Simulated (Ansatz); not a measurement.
C7H7O, charge +2, doublet (typed; the unrestricted solution is spin-contaminated), geometry from GFN2-xTB of the parent state (a state made from the parent by changing its charge; the spin is typed, not shown lowest); HF/STO-3G (Ansatz, a program for electronic structure).

Input for Ansatz:
Ansatz 0.2 input:
```yaml
crystal:
  periodic: [false, false, false]
  atoms:
    - {symbol: C, position_ang: [-2.77224684, 0.54815189, 0.34780062]}
    - {symbol: O, position_ang: [-1.86818656, -0.24235512, -0.23707578]}
    - {symbol: C, position_ang: [-0.53228098, -0.10977896, -0.09967372]}
    - {symbol: C, position_ang: [0.24022422, -1.05301642, -0.79563678]}
    - {symbol: C, position_ang: [1.61388285, -1.01345005, -0.72752880]}
    - {symbol: C, position_ang: [2.25181864, -0.03948627, 0.03051257]}
    - {symbol: C, position_ang: [1.49393597, 0.89397946, 0.71847684]}
    - {symbol: C, position_ang: [0.11435340, 0.87017912, 0.66228818]}
    - {symbol: H, position_ang: [-3.78808503, 0.29336990, 0.12893316]}
    - {symbol: H, position_ang: [-2.51137599, 1.35835882, 0.99776713]}
    - {symbol: H, position_ang: [-0.27220511, -1.80207362, -1.37916170]}
    - {symbol: H, position_ang: [2.19678892, -1.74483227, -1.26732075]}
    - {symbol: H, position_ang: [3.32908081, -0.00993996, 0.08295061]}
    - {symbol: H, position_ang: [1.98366380, 1.65440734, 1.30918225]}
    - {symbol: H, position_ang: [-0.45049826, 1.61007813, 1.20682233]}
basis:
  gaussian:
    orbitals: STO-3G
hamiltonian:
  xc: hf
total_charge: 2
magnetization: {spin_polarized: true, initial_magnetization: 1}
```

Task: Write the output that Ansatz gives for this input, abridged.

Result: 
```
Functional definition: HF
666 factors; integrals over basis functions are off by at most 4.0e-5 eV
mean field evaluation 1: about -9222.1569 eV, gradient 2.1e1 eV
mean field evaluation 2: about -9222.4935 eV, gradient 2.1e1 eV
mean field evaluation 4: about -9225.9294 eV, gradient 2.8e0 eV
mean field evaluation 8: about -9226.1775 eV, gradient 9.4e-1 eV
mean field evaluation 16: about -9216.6559 eV, gradient 3.0e1 eV
mean field evaluation 32: about -9226.1901 eV, gradient 6.6e-1 eV
mean field evaluation 64: about -9226.4340 eV, gradient 1.6e-2 eV
mean field evaluation 96: about -9225.6561 eV, gradient 4.0e0 eV
mean field evaluation 128: about -9211.6345 eV, gradient 1.5e1 eV
mean field evaluation 160: about -9226.4530 eV, gradient 2.1e-1 eV
mean field evaluation 192: about -9210.8499 eV, gradient 1.2e1 eV
mean field -9226.50860629 eV, -339.0679373290 hartree, gradient 8.9e-5 eV, S^2 1.509053; 4 other end points of the search recorded, 0 dependent functions left out
reference -9226.50860629 eV, -339.0679373290 hartree; 28, 27 occupied and 19, 20 virtual orbitals, 666 factors
Total energy: -9226.50860629 eV, -339.0679373290 hartree
```
